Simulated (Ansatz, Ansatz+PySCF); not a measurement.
```xyz
5

C     0.0000   -0.0442   -0.5818
N     0.0000   -0.0708    0.6821
H     0.0000    0.8839    1.0583
H     0.0000   -0.9953   -1.1394
H     0.0000    0.8722   -1.2028
```

Basis set: def2-SVP (spherical functions). Left uncorrelated: 2 orbitals. Charge 0, multiplicity 1.

Computed with Ansatz (development build ahead of 0.2.0); each method stands on the lowest determinant of its kind that the runs found. Restricted open shells among the atoms or ions are ROHF, correlated in semicanonical orbitals with singles. Restricted functionals stand beside restricted open-shell atoms, which can lie above the unrestricted atoms usual in DFT and then raise those values.

Task: Give the atomization energy at this shape (free ground-state atoms in the same class of orbitals less the molecule, no zero-point energy) of singlet CH₃N by ωB97X (restricted), ωB97X (unrestricted), r²SCAN (unrestricted), r²SCAN (restricted), PBE0 (restricted), PBE0 (unrestricted), PBE (restricted), PBE (unrestricted), RHF-CCSD(T), RHF-MP2, UHF-MP2, UHF, RHF.

Result:

```csv
method,atomization energy
ωB97X (restricted),19.11 eV
ωB97X (unrestricted),18.95 eV
r²SCAN (unrestricted),18.89 eV
r²SCAN (restricted),19.03 eV
PBE0 (restricted),19.14 eV
PBE0 (unrestricted),19.06 eV
PBE (restricted),19.67 eV
PBE (unrestricted),19.61 eV
RHF-CCSD(T),17.95 eV
RHF-MP2,18.02 eV
UHF-MP2,17.99 eV
UHF,13.05 eV
RHF,13.26 eV
```
